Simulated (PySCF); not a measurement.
Calculation: r2SCAN-D4/def2-TZVP run with PySCF. Isolated molecules, 0 K electronic values unless said otherwise. 

Reference species (SMILES): `[F][Ga]([SiH3])[SiH3]` (neutral, multiplicity 1).

- LUMO: -2.82 eV
- HOMO: -6.62 eV

Changed species: `[Ga]([SiH3])([F])[F]` (1 of 3 F replaced by SiH3; the reference has 2 of 3 F replaced by SiH3).

Problem. Give the shifts of the LUMO and HOMO.

Solution. the LUMO increases by 0.46 eV, to -2.36 eV; the HOMO decreases by 1.51 eV, to -8.13 eV.
